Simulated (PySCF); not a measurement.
CH3BrOSe.

```xyz
7

Se    -0.0271    -0.4584     0.8952
Br     0.7973     1.1053    -0.6362
O     -0.8721    -1.5993    -0.1749
C     -2.1137    -1.1764    -0.7016
H     -1.9777    -0.3519    -1.4220
H     -2.5360    -2.0443    -1.2286
H     -2.8098    -0.8514     0.0897
```
Charge 0, spin multiplicity 1.

Coordinates come from a PBE0-D3(BJ)/def2-SVP optimisation. This is a generated structure with no PubChem entry under its InChIKey; it may be hypothetical. Other conformers were not sampled.

Computed with PBE0/pcSseg-1 (PySCF). Non-relativistic, no solvent.

**Question.** Give the absolute GIAO shielding of each atom: isotropic value and principal components (ppm). (An estimate is asked for; the answer gives what the named calculation found.)

**Answer.** 
| atom | σ(iso) | σ11 | σ22 | σ33 | span |
|---|---|---|---|---|---|
| Se1 | -471.4 | -1277.4 | -270.7 | 133.9 | 1411.3 |
| Br2 | 2204.0 | 1053.7 | 2596.4 | 2961.8 | 1908.2 |
| O3 | 251.7 | 58.7 | 249.2 | 447.2 | 388.5 |
| C4 | 118.5 | 75.7 | 99.8 | 180.0 | 104.3 |
| H5 | 27.4 | 22.6 | 26.7 | 32.9 | 10.2 |
| H6 | 27.0 | 22.9 | 24.5 | 33.8 | 10.9 |
| H7 | 27.8 | 24.5 | 25.2 | 33.7 | 9.2 |
